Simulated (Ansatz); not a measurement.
## Worked example: a bond strength in AlBH2OF2 (SMILES O[B](F)[AlH][F])

AlBH2OF2: 7 atoms, total charge 0, spin state singlet. SMILES: `O[B](F)[AlH][F]`. The shape was relaxed beforehand at r2SCAN/def2-SVP. This is one conformer, not always the lowest.

```xyz
7

O     0.4566   -0.1579    1.7619
B     0.5177   -0.6868    0.5170
F     1.1818   -1.8408    0.4127
Al   -0.4038    0.2906   -1.1569
F    -1.1502    1.7139   -0.6693
H    -0.0333    0.6749    1.7866
H    -0.5076   -0.0621   -2.6977
```

Wanted: the dissociation energy of the F5–Al4 bond into doublet F and doublet AlBH2OF (shapes relaxed at r2SCAN/def2-SVP, no zero-point term). 1 Eh = 2625.50 kJ/mol = 27.2114 eV. Totals in Eh; open shells run unrestricted unless said.

| level | program | AlBH2OF2 | doublet F | doublet AlBH2OF |
| --- | --- | --- | --- | --- |
| r2SCAN/def2-SVP | Ansatz | -543.081522 | -99.598774 | -443.235179 |
| wB97M-V/def2-SVP | Ansatz | -543.150125 | -99.614309 | -443.278525 |
| B2PLYP/def2-SVP, 9 core orbitals frozen in the whole | Ansatz | -542.891711 | -99.572184 | -443.070580 |

Q: Work out the dissociation energy at each level.

A: 
1. r2SCAN/def2-SVP: (-99.598774) + (-443.235179) − (-543.081522) = 0.247569 Eh = 650.0 kJ/mol = 6.74 eV.
2. wB97M-V/def2-SVP: (-99.614309) + (-443.278525) − (-543.150125) = 0.257291 Eh = 675.5 kJ/mol = 7.00 eV.
3. B2PLYP/def2-SVP: (-99.572184) + (-443.070580) − (-542.891711) = 0.248947 Eh = 653.6 kJ/mol = 6.77 eV.

The levels span 650 to 676 kJ/mol; no measured value is set beside them. A bond enthalpy at 298 K also holds the loss of zero-point energy and thermal terms.
